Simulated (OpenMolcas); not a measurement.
Exact exchange and the HOMO–LUMO gap of C2H7NSi

The species is C2H7NSi (11 atoms), meant as a singlet with charge 0. SMILES: `C=C[SiH2]N`. Geometry: relaxed at PBE0-D4/def2-TZVP. This is one conformer, not always the lowest.

The HOMO–LUMO gap y, in eV, basis cc-pVDZ; a is the functional's share of exact exchange. Programs: OpenMolcas 26.06.

| functional | program | a | y (eV) |
| --- | --- | --- | --- |
| revPBE | OpenMolcas | 0 | 4.71 |
| r2SCAN | OpenMolcas | 0 | 5.17 |
| B3LYP | OpenMolcas | 0.2 | ? |
| PBE0 | OpenMolcas | 0.25 | 7.16 |
| BHLYP | OpenMolcas | 0.5 | 9.71 |

Task: Fit y = c + s·a to the known rows and predict B3LYP.

Result: 
1. Means of the 4 rows: a = 0.1875, y = 6.688.
2. Σ(Δa)² = 0.17188, Σ(Δa·Δy) = 1.6294, so the slope is 1.6294/0.17188 = 9.4799.
3. Intercept: 6.688 − (9.4799) × 0.1875 = 4.911. The largest residual of the fit is 0.26.
4. B3LYP: 4.911 + (9.4799) × 0.2 = 6.81 eV.

The run gave 6.71 eV, so the prediction is off by +0.10 eV, within the largest residual. Exact exchange lowers occupied levels and raises empty ones. The rows mix families of semi-local functionals, which the line can't see.
